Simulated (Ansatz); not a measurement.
A made-up structure of BSiH3ClF, closed shell:

| atom | x (Å) | y (Å) | z (Å) |
| --- | --- | --- | --- |
| F1 | -1.3317 | -1.4157 | -1.0769 |
| B2 | -0.3158 | -1.1586 | -0.2733 |
| Si3 | 0.1340 | 0.7898 | 0.1219 |
| Cl4 | 1.7483 | 0.8733 | 1.4019 |
| H5 | 2.9303 | 0.5132 | 1.8937 |
| H6 | 0.4922 | 1.5247 | -1.1194 |
| H7 | -1.0060 | 1.4873 | 0.7726 |

It is relaxed with PBE-D4/def2-SVP and then PBE0-D4/def2-TZVP (Ansatz 0.2.0). Atoms count as bonded within 1.22 times the sum of their covalent radii (H–H: 0.88 Å). The end point is not checked to be a true minimum.

Does its bonding change? (Judge from chemistry; the calculation decides.)

The calculation gives: Yes. Formed: B2–H6, B2–H7; broken: Si3–Cl4.

Where it ends: The first stage lowers the energy by 3.92 eV in 39 steps. It ends as a complex of BSiH₂F ([F][B]12[H][Si]1[H]2) + HCl:
```csv
atom,x (Å),y (Å),z (Å)
F1,0.2005,-0.9143,0.5133
B2,-0.3451,0.0123,-0.2512
Si3,-1.0947,1.2926,-1.3133
Cl4,3.0101,0.6249,1.4770
H5,2.1572,-0.3283,1.3955
H6,0.2231,1.2774,-0.2810
H7,-1.4999,0.6495,0.1800
```

Labels in which every atom is bracketed show which atoms are joined, not bond orders.

For scale, one of the runs: PBE0-D4/def2-TZVP relaxation, 154 basis functions, launched by `ansatz run in.yaml --threads 2 --pin off --events-out ev --progress --plain --max-ram 4352MiB`. The run took about 2.6 min on 2 CPU threads of an Arm Neoverse V2 (shared host).
